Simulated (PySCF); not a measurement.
**Spinor energies of Br²⁺ (bromine, charge +2)**

Start: [Ar] 3d10 4s1 4p4; 4s1/2 filled at m_j = +1/2; 4p1/2 filled at m_j = +1/2; 4p3/2 filled at m_j = -1/2, +1/2, +3/2. Calculated with PySCF 2.14 in x2c-SVPall-2c with one added diffuse shell each of s, p, d type (6s7p4d, 47 functions): generalised Hartree-Fock with the X2C-1e Hamiltonian and a Gaussian nucleus; one run each with spin-orbit coupling (SO) switched off, then screened by Boettger's factors. This is a chosen level, not necessarily the ground level.

| spinor shell | electrons | ε, spin-free (eV) | ε, screened SO (eV) | weight of nominal j (screened SO) | rms radius, screened SO (bohr) |
| --- | --- | --- | --- | --- | --- |
| 1s1/2 | 2 | -13578.5 | -13578.2 | 1.000 | 0.0493 |
| 2s1/2 | 2 | -1850.5 | -1850.3 | 1.000 | 0.205 |
| 2p1/2 | 2 | -1630.5 | -1663.2 | 1.000 | 0.180 |
| 2p3/2 | 4 | -1630.5 | -1614.7 | 1.000 | 0.184 |
| 3s1/2 | 2 | -302.67 | -302.59 | 1.000 | 0.589 |
| 3p1/2 | 2 | -230.89 | -235.97 | 0.995 | 0.600 |
| 3p3/2 | 4 | -230.89 | -228.34 | 0.998 | 0.610 |
| 3d3/2 | 4 | -111.41 | -112.14 | 0.930 | 0.649 |
| 3d5/2 | 6 | -111.41 | -110.82 | 0.954 | 0.649 |
| 4s1/2 | 1 | -54.162 | -54.103 | 1.000 | 1.70 |
| 4p3/2 | 3 | -34.505 | -36.063 | 0.635 | 1.97 |
| 4p1/2 | 1 | -34.505 | -29.949 | 0.625 | 2.09 |

```json
{"quantity": "E (hartree)", "spin-free": "-2602.30390", "screened SO": "-2602.42845"}
{"quantity": "M_J", "spin-free": "5/2", "screened SO": "5/2"}
{"quantity": "⟨J²⟩", "spin-free": "8.759", "screened SO": "8.759"}
{"quantity": "⟨L²⟩", "spin-free": "2.002", "screened SO": "2.018"}
{"quantity": "⟨S²⟩", "spin-free": "3.757", "screened SO": "3.748"}
```

Each row is a mean over spinors that exchange with the open shell spreads, by up to 1.526 eV (3s1/2).

Rows whose weight is well below 1 are mixtures of j = l ± 1/2: exchange outweighs spin-orbit coupling there, and the label is only the starting occupation.

Without spin-orbit coupling the j labels of p, d and f shells carry no meaning; the spin-free column gives the mean over the occupied spinors of each nl shell.
